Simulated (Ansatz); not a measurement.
Geometry optimisation, Ansatz 0.2.0, RKS B3LYP-D4/def2-SVP.

input.yaml

```yaml
crystal:
  periodic: [false, false, false]
  atoms:
    - { symbol: F, position_ang: [1.3457, -1.3153, -1.2957] }
    - { symbol: B, position_ang: [0.476, -0.386, -0.5146] }
    - { symbol: Al, position_ang: [0.3937, 1.6367, -0.9536] }
    - { symbol: Si, position_ang: [-0.4976, -1.0744, 0.9528] }
    - { symbol: H, position_ang: [1.2923, 2.212, -2.1669] }
    - { symbol: H, position_ang: [-0.4804, 2.6249, -0.0583] }
    - { symbol: H, position_ang: [-1.9677, -0.8013, 0.7189] }
    - { symbol: H, position_ang: [-0.3279, -2.5205, 1.05] }
    - { symbol: H, position_ang: [-0.1458, -0.4226, 2.2504] }
basis:
  gaussian: { orbitals: def2-SVP }
hamiltonian:
  xc: b3lyp
  dispersion: d4
relax:
  f_tol: 0.015
  max_steps: 40
```

Run as:

```bash
$ ansatz run input.yaml --threads 1 --pin off --max-ram 2048MiB --backend cpu --events-out ev --progress --plain --runs-dir out
```

Question: Where does it end, and by what steps?

Answer: The run converged. After 6 steps the energy has fallen by 0.685 eV; H8 moved furthest, 0.23 Å.

```csv
step,energy less start (eV),largest force component (eV/Å),accepted
0,0.0000,3.298,yes
1,-0.5126,2.282,yes
2,-0.6505,0.663,yes
3,-0.6780,0.162,yes
4,-0.6810,0.138,yes
5,-0.6833,0.086,yes
6,-0.6847,0.010,yes
```

```xyz
9
Properties=species:S:1:pos:R:3
F 1.286 -1.185 -1.287
B 0.521 -0.387 -0.541
Al 0.477 1.745 -1.036
Si -0.550 -1.206 1.007
H 1.331 2.344 -2.238
H -0.426 2.741 -0.183
H -2.003 -0.910 0.783
H -0.388 -2.680 1.203
H -0.160 -0.508 2.274
```

Whether the end is a true minimum wasn't checked by a vibrational analysis.

Time of the run: 33 s on 1 thread of Arm Neoverse V1 (shared host), peak memory 0.17 GiB.
